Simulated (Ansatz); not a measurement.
Reaction (ligand exchange at the Si–O bond): `[SiH3][O][GeH2][O][SiH3]` + `O[Si](F)(Cl)O[SiH3]` → `F[Si](Cl)(O[SiH3])O[SiH3]` + `[OH][GeH2][O][SiH3]`

Isolated molecules relaxed with PBE0-D4/def2-TZVP in Ansatz; ΔE leaves out vibrations. CBS: MP2 limit from def2 TZ/QZ plus the TZ coupled-cluster correction, frozen cores. DFT in def2-TZVPP. B3LYP here is the variant with VWN-RPA as its local correlation; programs differ in this. For Ge outer-core shells are correlated without core-valence functions, which leaves a few kJ/mol of doubt a bond. Scalar relativity is left out up to krypton. One conformer a species, not always the lowest.

```
             level  ΔE (kJ/mol)  difference from CCSD(T)/CBS
            PBE-D4         -6.4                          0.1
         r2SCAN-D4         -7.1                         -0.6
           PBE0-D4         -6.5                          0.0
          B3LYP-D4         -8.0                         -1.5
           ωB97M-V         -6.3                          0.2
              PBE0         -6.9                         -0.4
             B3LYP         -8.8                         -2.3
     HF/def2-TZVPP         -9.0                         -2.5
    MP2/def2-TZVPP         -5.7                          0.8
SCS-MP2/def2-TZVPP         -6.5                          0.0
   CCSD/def2-TZVPP         -6.4                          0.1
     HF/def2-QZVPP         -9.5                         -3.0
    MP2/def2-QZVPP         -6.3                          0.2
SCS-MP2/def2-QZVPP         -7.1                         -0.6
     MP2/CBS(def2)         -6.4                          0.1
    CCSD/CBS(def2)         -7.1                         -0.6
       CCSD(T)/CBS         -6.5                            0
```

Largest T1 diagnostic among the species: 0.012.

In def2-TZVPP, CCSD(T) changes the Hartree–Fock value by +3.2 kJ/mol (the triples alone add +0.6 kJ/mol) and MP2 by +3.3 kJ/mol.
